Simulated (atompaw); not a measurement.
## How hard is this Nb PAW (atompaw) potential?

atompaw 4.2.0.5 input, output lines left out:

```
Nb 41
GGA-PBE scalarrelativistic loggrid 1500 logderivrange -5 5 251
5 5 4 0 0 0
5 0 0.75
5 1 0.25
4 2 4
0 0 0
c
c
c
c
v
c
c
v
v
c
v
2
2.85 2.10 2.50 2.70
y
2.15
n
n
y
4.15
n
custom rrkj vanderbiltortho besselshape
bessel
2.85
2.85
1.45
1.85
2.85
2.85
```

The pseudo-atom Hamiltonian at the reference potential is diagonalised in spherical Bessel functions j_l(qr) that vanish at 20 bohr, with q² up to the cutoff. All-electron valence levels (Ry): 5s -0.3087, 4p -2.5614, 5p -0.0949, 4d -0.2455.

Task: How do the lowest levels (Ry) of each channel move with the cutoff, and are there ghosts?

Result:

```csv
cutoff (Ry),s #1,p #1,p #2,p #3,d #1,f #1,f #2,Σ f·Δε (mRy)
8,-0.3087,-2.1273,-0.0637,0.0459,-0.2189,0.0880,0.2079,2718.5
15,-0.3087,-2.4503,-0.0809,0.0386,-0.2453,0.0880,0.2079,670.8
25,-0.3087,-2.5460,-0.0926,0.0345,-0.2455,0.0880,0.2079,92.9
45,-0.3087,-2.5611,-0.0949,0.0338,-0.2455,0.0880,0.2079,1.6
60,-0.3087,-2.5612,-0.0949,0.0338,-0.2455,0.0880,0.2079,1.1
90,-0.3087,-2.5613,-0.0949,0.0338,-0.2455,0.0880,0.2079,0.2
400,-0.3087,-2.5614,-0.0949,0.0338,-0.2455,0.0880,0.2079,0.0
```

Result: no extra level below or beside the all-electron valence levels (s, p, d, f tested); 10 mRy is reached at 35 Ry and 1 mRy at 70 Ry.
